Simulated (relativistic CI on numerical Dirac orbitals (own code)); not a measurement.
## Hyperfine structure of Ca6+, mass number 43

Method of calculation: Dirac-Coulomb-Breit CI, separate exchange-only KLI orbitals for each configuration, model QED, unscaled Slater integrals (own radial code, finite nucleus).

Configuration list (outside the closed core [Ne]): 3s2 3p2, 3s 3p3, 3s2 3p 3d, 3p4, 3s 3p2 3d, 3p3 3d, 3s2 3p 4s, 3s 3p 3d2, 3s2 3p 4p, 3s2 3p 4d, 3s2 3p 4f, 3s 3p2 4s, 3s2 3p 5s, 3s 3p2 4p, 3s2 3d2, 3s 3d3, 3p2 3d2, 3p 3d3, 3p 3d2 4s, 3p 3d2 4p, 3p 3d2 4d. Double excitations out of closed p, d and f shells are left out; levels of such configurations are missing from the list, as are those of other unlisted configurations, and high levels can miss mixing partners. These lack a partner that the ground configuration has and come out too high: 3s 3p2 4s, 3s 3p2 4p, 3s2 3p 4f, 3s2 3p 5s.

Nuclear spin I = 7/2, μ = -1.31733 μN, Q = -0.0408 b (tables of Stone and Pyykkö). The electronic factors are computed for point nuclear moments, without core polarisation or the Bohr-Weisskopf and QED corrections.

```json
{"Level": "3s2 3p2 3P_1", "E (cm⁻¹)": "1579.6", "A (MHz)": "-66.99", "B (MHz)": "-49.6"}
{"Level": "3s2 3p2 3P_2", "E (cm⁻¹)": "4019.2", "A (MHz)": "-703.2", "B (MHz)": "98.5"}
{"Level": "3s2 3p2 1D_2", "E (cm⁻¹)": "24149.9", "A (MHz)": "-903.8", "B (MHz)": "-196"}
{"Level": "3s 3p3 5S°_2", "E (cm⁻¹)": "110445.5", "A (MHz)": "-2508", "B (MHz)": "0.0376"}
{"Level": "3s 3p3 3D°_1", "E (cm⁻¹)": "159789.2", "A (MHz)": "1517", "B (MHz)": "-8.36"}
{"Level": "3s 3p3 3D°_2", "E (cm⁻¹)": "159861.8", "A (MHz)": "-1241", "B (MHz)": "-19.5"}
{"Level": "3s 3p3 3D°_3", "E (cm⁻¹)": "160169.1", "A (MHz)": "-2154", "B (MHz)": "14.3"}
{"Level": "3s 3p3 3P°_1", "E (cm⁻¹)": "186328.1", "A (MHz)": "-3040", "B (MHz)": "15.6"}
```

Levels with J = 0, under 50 % of one LS term, or S terms without an open s electron are left out. Small factors come from cancelling terms and can be off by tens of per cent or more.

At this charge configurations can still be misplaced by up to about 7 % of their energy. 21 of the 21 excited levels that our extract of the measured tables holds in this range could be paired (the sources list more); they are missed by 6332 cm⁻¹ on average and 16929 at most, and levels without a partner can miss by more.

Problem. Give the hyperfine levels of 3s2 3p2 3P_2 relative to its centre of gravity.

Solution. With K = F(F + 1) − I(I + 1) − J(J + 1), E = AK/2 + B[¾K(K + 1) − I(I + 1)J(J + 1)]/[2I(2I − 1)J(2J − 1)]: F = 3/2: 6381, F = 5/2: 4579, F = 7/2: 2081, F = 9/2: -1088, F = 11/2: -4898 MHz.

LS names give the leading component of a level, which can be under half, so a name can repeat, a term be missing and a line seem to break the LS rules.
